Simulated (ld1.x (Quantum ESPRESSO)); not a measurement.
Cutoff test, Sr (Z = 38), TM

Sr, norm-conserving Troullier–Martins (Kleinman–Bylander form), made with ld1.x (Quantum ESPRESSO) 7.5 (PBE, fully relativistic). Core [Kr], reference 4d0 5s2 5p0. Waves: 5s (bound): rc 3.95 bohr; 4d (bound, empty): rc 2.55 bohr; 5p (bound, empty): rc 2.94 bohr. Local part: the p channel. Core correction: Bessel-smoothed model core, default radius (core density twice the valence density).

Open shells are filled in proportion to 2j + 1 (rel_dist='average').

The pseudo-atom Hamiltonian at the reference potential is diagonalised in spherical Bessel functions j_l(qr) that vanish at 20 bohr, with q² up to the cutoff. All-electron valence levels (Ry): 5s -0.2591, 4d3/2 -0.0963, 4d5/2 -0.0929, 5p1/2 -0.0975, 5p3/2 -0.0929.

**Question.** How do the lowest levels (Ry) of each channel move with the cutoff, and are there ghosts?

**Answer.**

```json
{"cutoff (Ry)": "8", "s #1": "-4.8717", "s #2": "-0.2590", "d3/2 #1": "-0.0378", "d5/2 #1": "-0.0378", "p1/2 #1": "-0.0873", "p1/2 #2": "0.0476", "p3/2 #1": "-0.0873", "f #1": "0.0908", "Σ f·Δε (mRy)": "0.2"}
{"cutoff (Ry)": "10", "s #1": "-5.1240", "s #2": "-0.2591", "d3/2 #1": "-0.0618", "d5/2 #1": "-0.0607", "p1/2 #1": "-0.0896", "p1/2 #2": "0.0466", "p3/2 #1": "-0.0896", "f #1": "0.0908", "Σ f·Δε (mRy)": "0.1"}
{"cutoff (Ry)": "12", "s #1": "-5.2167", "s #2": "-0.2591", "d3/2 #1": "-0.0786", "d5/2 #1": "-0.0765", "p1/2 #1": "-0.0914", "p1/2 #2": "0.0457", "p3/2 #1": "-0.0914", "f #1": "0.0908", "Σ f·Δε (mRy)": "0.1"}
{"cutoff (Ry)": "400", "s #1": "-5.3065", "s #2": "-0.2591", "d3/2 #1": "-0.0963", "d5/2 #1": "-0.0929", "p1/2 #1": "-0.0941", "p1/2 #2": "0.0437", "p3/2 #1": "-0.0941", "f #1": "0.0908", "Σ f·Δε (mRy)": "0.0"}
```

Result: ghost state, extra bound levels that the all-electron valence spectrum of the same l lacks: s at -72.2 eV (a true bound ghost makes a file unfit for plane-wave use); 10 mRy is reached at 6 Ry and 1 mRy at 8 Ry.

The cutoffs count occupied waves only; the empty 4d level needs 15 Ry at the loose tolerance.
